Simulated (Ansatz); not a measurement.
Coupled-cluster diagnostics for the cluster Ir2O2⁺, Ansatz.

Geometry of the doublet (PBE-D4/def2-TZVP):

Cartesian coordinates in Å:
```
Ir 0.3613 -1.0432 -0.2847
Ir -0.3614 1.0434 0.2847
O -1.4184 -0.3608 -0.4784
O 1.4184 0.3606 0.4784
```

In the def2 sets Ir takes a core potential; there is no spin–orbit coupling. Correlated methods freeze 2 core orbitals; core or outer-core shells of Ir are correlated, in sets that lack core-valence functions. Another isomer (quartet) lies 1.58 eV lower at PBE0-D4/def2-TZVP; other spin states weren't run for this one.

(1) Estimate the CCSD(T) correlation energy, the shares of MP2 and (T), T1 and the reference's ⟨S²⟩ for: charge 1, doublet, own geometry in def2-SVP; and the rough time on 4 threads of Intel Xeon on a shared host.

## Answers

(1) 
```
                          state     basis  correlation (eV)  MP2 share (%)  (T) share (%)     T1  ⟨S²⟩ (pure)  wall time                      remarks
charge 1, doublet, own geometry  def2-SVP           -30.834           96.0            6.4  0.079  3.14 (0.75)       73 s  large T1, spin-contaminated
```
Customary marks for T1 are 0.02 (closed shells), 0.045 (open shells) and about 0.05 (3d metals). T1 exceeds 0.02 in 1 of 1 rows and 0.045 in 1; the higher it lies, the less the single-reference result can be trusted.
